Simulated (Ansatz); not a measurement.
All numbers were calculated with Ansatz.

A structure relaxed at PBE0-D4/def2-TZVP, charge 0, multiplicity 1:

```xyz
6

C     0.464    0.352   -0.587
S    -0.757   -1.014   -1.030
Ga   -0.471   -0.272    0.983
H     0.210    1.308   -1.034
H     1.498    0.070   -0.761
H    -0.943   -0.443    2.429
```

**Question.** Give its formula and SMILES.

**Answer.** CH3GaS, `[CH2]1[S][GaH]1`.

**Question.** Point group (tolerance 0.08 Å, 0.16 Å for H)?

**Answer.** Cs.

**Question.** Summarise the bond lengths by kind.

**Answer.** 1 × C–S 1.885 Å; 1 × C–Ga 1.931 Å; 2 × C–H 1.086 Å; 1 × Ga–S 2.164 Å; 1 × Ga–H 1.530 Å.
